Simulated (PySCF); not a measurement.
# Spin states and ions at one geometry of [PbH3]+

PySCF 2.14.0, RKS PBE0, Pb def2-SVP with ECP60, H def2-SVP; non-relativistic Hamiltonian with scalar-relativistic core potentials where named; density fitting; no spin-orbit coupling; singlets restricted, open shells unrestricted. The geometry is relaxed for charge +1, singlet, vacuum:

```xyz
4

Pb    0.0000    0.0000    0.0000
H     1.7409    0.0000    0.0000
H    -0.8704    1.5077    0.0000
H    -0.8705   -1.5077    0.0000
```

Energies count from the relaxed state; an electron taken off or put on is at rest in vacuum. Charges and spins are Mulliken's.

Order these states by energy, lowest first.
A. charge +1, triplet, vacuum
B. charge +1, singlet, vacuum
C. charge +2, doublet, vacuum
D. charge 0, doublet, vacuum

D (-7.01 eV), B (0.00 eV), A (4.63 eV), C (18.20 eV).

How do charge and spin on the first atom follow?


```tsv
state	spin squared	charge on Pb1 (e)	spin on Pb1 (e)	dipole about the centre of mass (D)
charge +1, singlet, vacuum	0.00	0.74	0.00	0.00
charge +1, triplet, vacuum	2.00	0.38	1.30	1.18
charge +2, doublet, vacuum	0.76	1.15	0.28	1.13
charge 0, doublet, vacuum	0.75	0.01	1.12	0.00
```

With an electron taken off (doublet) the charges change, summed by element, by Pb +0.41 e, H +0.59 e. The vertical ionisation energy is 18.20 eV, against −ε(HOMO) = 15.69 eV of the relaxed state. The level lies 2.5 eV too high, as is usual for semilocal functionals and global hybrids, which keep a self-interaction error.

With an electron put on (doublet) the charges change, summed by element, by Pb -0.73 e, H -0.27 e. The vertical electron affinity is 7.01 eV, against −ε(LUMO) = 9.11 eV of the relaxed state.

Open shells may have lower solutions than those found.

No frequency check is given that shows the relaxed geometry to be a minimum.
